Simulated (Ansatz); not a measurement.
Ansatz (a quantum-chemistry and plane-wave program) input file for WF₂H₄, SMILES [F][WH4][F], multiplicity 1, PBE0-D3(BJ)/def2-TZVP. 

Ansatz 0.2 input:
```yaml
crystal:
  periodic: [false, false, false]
  atoms:
    - {symbol: W, position_ang: [-0.00000001, 0.00000000, -0.23699314]}
    - {symbol: F, position_ang: [1.26859322, 0.00000000, 1.14330047]}
    - {symbol: F, position_ang: [-1.26859311, -0.00000000, 1.14330060]}
    - {symbol: H, position_ang: [-1.42271814, -0.00000001, -1.51233586]}
    - {symbol: H, position_ang: [0.00000001, -1.76422205, -0.00862282]}
    - {symbol: H, position_ang: [-0.00000001, 1.76422205, -0.00862282]}
    - {symbol: H, position_ang: [1.42271799, -0.00000000, -1.51233600]}
basis:
  gaussian:
    orbitals: def2-TZVP
hamiltonian:
  xc: pbe0
  dispersion: d3bj
relax: {f_tol: 0.002, max_steps: 200}
```

It prints:

```
WARN ansatz: RAYON_NUM_THREADS=1 ignored (pool sized by the plan → 1); use --threads N
Functional definition: PBE0
integrals: 0.04 GiB planned
888 factors; their error is unknown
mean field: 0.40 GiB planned
mean field evaluation 1: about -7310.8578 eV, gradient 5.9e1 eV
mean field evaluation 2: about -7148.6390 eV, gradient 3.1e2 eV
mean field evaluation 4: about -7317.3175 eV, gradient 1.5e1 eV
mean field evaluation 8: about -7317.7543 eV, gradient 1.6e-1 eV
mean field evaluation 16: about -7317.7847 eV, gradient 5.3e-4 eV
mean field -7317.78473551 eV, -268.9236288575 hartree, gradient 4.1e-5 eV, S^2 0.000000; 1 other end points of the search recorded, 0 dependent functions left out
the calculation of the forces begins
reference -7317.78476607 eV, -268.9236299803 hartree; 18, 18 occupied and 108, 108 virtual orbitals, 888 factors
relax step   1: F+E_penalty+E_count = -7317.87845014 eV  Δ(F+E_penalty+E_count) = +0.000e0 eV  max|allowed force component| = 1.429e0 eV/Å  Δτ_max = 0.0000 Å  (48 SCF iters, accepted)
these checks for a lower state are left out or cut short: starts, cluster_reference, orbital_swaps, neighbouring_geometries, increment
integrals: 0.04 GiB planned
888 factors; their error is unknown
mean field: 0.41 GiB planned
mean field evaluation 32: about -7318.2116 eV, gradient 2.7e-5 eV
mean field -7318.21161287 eV, -268.9393163109 hartree, gradient 2.7e-5 eV, S^2 0.000000; 0 other end points of the search recorded, 0 dependent functions left out
the calculation of the forces begins
reference -7318.21164229 eV, -268.9393173921 hartree; 18, 18 occupied and 108, 108 virtual orbitals, 888 factors
relax step   2: F+E_penalty+E_count = -7318.30569247 eV  Δ(F+E_penalty+E_count) = -4.272e-1 eV  max|allowed force component| = 2.390e0 eV/Å  Δτ_max = 0.1949 Å  (45 SCF iters, accepted)
these checks for a lower state are left out or cut short: starts, cluster_reference, orbital_swaps, neighbouring_geometries, increment
integrals: 0.04 GiB planned
888 factors; their error is unknown
mean field: 0.41 GiB planned
mean field -7319.07744014 eV, -268.9711348764 hartree, gradient 8.5e-6 eV, S^2 0.000000; 0 other end points of the search recorded, 0 dependent functions left out
the calculation of the forces begins
reference -7319.07747030 eV, -268.9711359845 hartree; 18, 18 occupied and 108, 108 virtual orbitals, 888 factors
relax step   3: F+E_penalty+E_count = -7319.17108030 eV  Δ(F+E_penalty+E_count) = -8.654e-1 eV  max|allowed force component| = 2.711e0 eV/Å  Δτ_max = 0.1966 Å  (47 SCF iters, accepted)
these checks for a lower state are left out or cut short: starts, cluster_reference, orbital_swaps, neighbouring_geometries, increment
integrals: 0.04 GiB planned
888 factors; their error is unknown
mean field: 0.40 GiB planned
mean field -7320.04591903 eV, -269.0067258192 hartree, gradient 2.4e-5 eV, S^2 0.000000; 0 other end points of the search recorded, 0 dependent functions left out
the calculation of the forces begins
reference -7320.04594938 eV, -269.0067269345 hartree; 18, 18 occupied and 108, 108 virtual orbitals, 888 factors
relax step   4: F+E_penalty+E_count = -7320.13875533 eV  Δ(F+E_penalty+E_count) = -9.677e-1 eV  max|allowed force component| = 1.755e0 eV/Å  Δτ_max = 0.1950 Å  (46 SCF iters, accepted)
these checks for a lower state are left out or cut short: starts, cluster_reference, orbital_swaps, neighbouring_geometries, increment
integrals: 0.04 GiB planned
888 factors; their error is unknown
mean field: 0.40 GiB planned
mean field -7320.72146527 eV, -269.0315516854 hartree, gradient 2.3e-5 eV, S^2 0.000000; 0 other end points of the search recorded, 0 dependent functions left out
the calculation of the forces begins
reference -7320.72149439 eV, -269.0315527556 hartree; 18, 18 occupied and 108, 108 virtual orbitals, 888 factors
relax step   5: F+E_penalty+E_count = -7320.81402506 eV  Δ(F+E_penalty+E_count) = -6.753e-1 eV  max|allowed force component| = 2.338e0 eV/Å  Δτ_max = 0.1950 Å  (38 SCF iters, accepted)
these checks for a lower state are left out or cut short: starts, cluster_reference, orbital_swaps, neighbouring_geometries, increment
integrals: 0.04 GiB planned
888 factors; their error is unknown
mean field: 0.39 GiB planned
mean field evaluation 64: about -7320.6714 eV, gradient 4.8e1 eV
mean field -7321.14306865 eV, -269.0470453239 hartree, gradient 1.2e-5 eV, S^2 0.000000; 0 other end points of the search recorded, 0 dependent functions left out
the calculation of the forces begins
reference -7321.14309739 eV, -269.0470463800 hartree; 18, 18 occupied and 108, 108 virtual orbitals, 888 factors
relax step   6: F+E_penalty+E_count = -7321.23561156 eV  Δ(F+E_penalty+E_count) = -4.216e-1 eV  max|allowed force component| = 1.347e0 eV/Å  Δτ_max = 0.1950 Å  (38 SCF iters, accepted)
these checks for a lower state are left out or cut short: starts, cluster_reference, orbital_swaps, neighbouring_geometries, increment
integrals: 0.04 GiB planned
888 factors; their error is unknown
mean field: 0.40 GiB planned
mean field -7321.25230376 eV, -269.0510596401 hartree, gradient 1.1e-5 eV, S^2 0.000000; 0 other end points of the search recorded, 0 dependent functions left out
the calculation of the forces begins
reference -7321.25233151 eV, -269.0510606600 hartree; 18, 18 occupied and 108, 108 virtual orbitals, 888 factors
relax step   7: F+E_penalty+E_count = -7321.34516565 eV  Δ(F+E_penalty+E_count) = -1.096e-1 eV  max|allowed force component| = 2.174e0 eV/Å  Δτ_max = 0.1913 Å  (40 SCF iters, accepted)
these checks for a lower state are left out or cut short: starts, cluster_reference, orbital_swaps, neighbouring_geometries, increment
integrals: 0.04 GiB planned
888 factors; their error is unknown
mean field: 0.39 GiB planned
mean field -7321.34350500 eV, -269.0544112238 hartree, gradient 1.1e-5 eV, S^2 0.000000; 0 other end points of the search recorded, 0 dependent functions left out
the calculation of the forces begins
reference -7321.34353304 eV, -269.0544122545 hartree; 18, 18 occupied and 108, 108 virtual orbitals, 888 factors
relax step   8: F+E_penalty+E_count = -7321.43645944 eV  Δ(F+E_penalty+E_count) = -9.129e-2 eV  max|allowed force component| = 3.308e-1 eV/Å  Δτ_max = 0.0782 Å  (38 SCF iters, accepted)
these checks for a lower state are left out or cut short: starts, cluster_reference, orbital_swaps, neighbouring_geometries, increment
integrals: 0.04 GiB planned
888 factors; their error is unknown
mean field: 0.40 GiB planned
mean field evaluation 96: about -7321.3557 eV, gradient 1.4e-3 eV
mean field -7321.35568411 eV, -269.0548587978 hartree, gradient 1.2e-5 eV, S^2 0.000000; 0 other end points of the search recorded, 0 dependent functions left out
the calculation of the forces begins
reference -7321.35571199 eV, -269.0548598227 hartree; 18, 18 occupied and 108, 108 virtual orbitals, 888 factors
relax step   9: F+E_penalty+E_count = -7321.44888531 eV  Δ(F+E_penalty+E_count) = -1.243e-2 eV  max|allowed force component| = 1.624e-1 eV/Å  Δτ_max = 0.0841 Å  (40 SCF iters, accepted)
these checks for a lower state are left out or cut short: starts, cluster_reference, orbital_swaps, neighbouring_geometries, increment
integrals: 0.04 GiB planned
888 factors; their error is unknown
mean field: 0.40 GiB planned
mean field -7321.36686180 eV, -269.0552695706 hartree, gradient 2.0e-5 eV, S^2 0.000000; 0 other end points of the search recorded, 0 dependent functions left out
the calculation of the forces begins
reference -7321.36688968 eV, -269.0552705950 hartree; 18, 18 occupied and 108, 108 virtual orbitals, 888 factors
relax step  10: F+E_penalty+E_count = -7321.46003576 eV  Δ(F+E_penalty+E_count) = -1.115e-2 eV  max|allowed force component| = 1.987e-2 eV/Å  Δτ_max = 0.0376 Å  (33 SCF iters, accepted)
these checks for a lower state are left out or cut short: starts, cluster_reference, orbital_swaps, neighbouring_geometries, increment
integrals: 0.04 GiB planned
888 factors; their error is unknown
mean field: 0.40 GiB planned
mean field -7321.36693074 eV, -269.0552721039 hartree, gradient 1.2e-5 eV, S^2 0.000000; 0 other end points of the search recorded, 0 dependent functions left out
the calculation of the forces begins
reference -7321.36695861 eV, -269.0552731283 hartree; 18, 18 occupied and 108, 108 virtual orbitals, 888 factors
relax step  11: F+E_penalty+E_count = -7321.46009922 eV  Δ(F+E_penalty+E_count) = -6.346e-5 eV  max|allowed force component| = 7.854e-4 eV/Å  Δτ_max = 0.0016 Å  (35 SCF iters, accepted)
integrals: 0.04 GiB planned
888 factors; their error is unknown
mean field: 0.40 GiB planned
mean field evaluation 128: about -7321.3669 eV, gradient 4.6e-4 eV
mean field -7321.36693074 eV, -269.0552721039 hartree, gradient 3.1e-5 eV, S^2 0.000000; 1 other end points of the search recorded, 0 dependent functions left out
the calculation of the forces begins
reference -7321.36695861 eV, -269.0552731283 hartree; 18, 18 occupied and 108, 108 virtual orbitals, 888 factors
Total energy: -7321.46012709 eV, -269.0586970067 hartree
Atom 0 at    -0.000000     0.000000    -0.111813 Å, force    -0.000000    -0.000000    -0.000489 eV/Å
Atom 1 at     1.816886    -0.000000     0.396594 Å, force    -0.000785    -0.000000    -0.000311 eV/Å
Atom 2 at    -1.816886     0.000000     0.396594 Å, force     0.000785    -0.000000    -0.000311 eV/Å
Atom 3 at    -0.872309    -0.000000    -1.553149 Å, force     0.000191     0.000000     0.000763 eV/Å
Atom 4 at     0.000000    -1.461964     0.716307 Å, force     0.000000    -0.000028    -0.000208 eV/Å
Atom 5 at     0.000000     1.461964     0.716307 Å, force     0.000000     0.000028    -0.000208 eV/Å
Atom 6 at     0.872309    -0.000000    -1.553149 Å, force    -0.000191     0.000000     0.000763 eV/Å
Dipole moment:    -0.000000    -0.000000    -0.073206 e Å
```

The run converged.

Cost: very roughly 60 core-seconds.
